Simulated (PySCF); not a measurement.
# Ionising LiSe

PBE; Li def2-SVPD, Se def2-SVPD; no relativity (PySCF 2.14). Neutral (UKS): doublet (π ↑), Re = 2.292 Å, ωe = 500 cm⁻¹, De = 3.02 eV, HOMO -4.32 eV, LUMO -4.19 eV.

LiSe⁺ (UKS): triplet (π ↑↑), Re = 2.595 Å, ωe = 309 cm⁻¹, De = 0.93 eV to Li⁺ + Se. The energies at the minima are -2408.39864 hartree for LiSe and -2408.12001 for LiSe⁺.

(1) Work out the adiabatic ionisation energy, without and with harmonic zero-point energies (1 hartree = 27.2114 eV, 1 eV = 8065.5 cm⁻¹), and the change of the bond length.

Spin–orbit coupling is left out. For an ion De counts to the pair picked by the measured ionisation energies or electron affinities, which need not be the lowest pair at this level. States were picked by a PBE0 search and need not be the measured ground states.

Results:

(1) At PBE: 0.27863 hartree = 7.582 eV between the minima; the zero-point term (309.0 − 500.0)/2 cm⁻¹ = -0.012 eV makes it 7.570 eV. Re changes by +30.3 pm against the neutral. The electron leaves a π orbital; in so polar a molecule the change of length follows mostly from the change of the ionic charges.
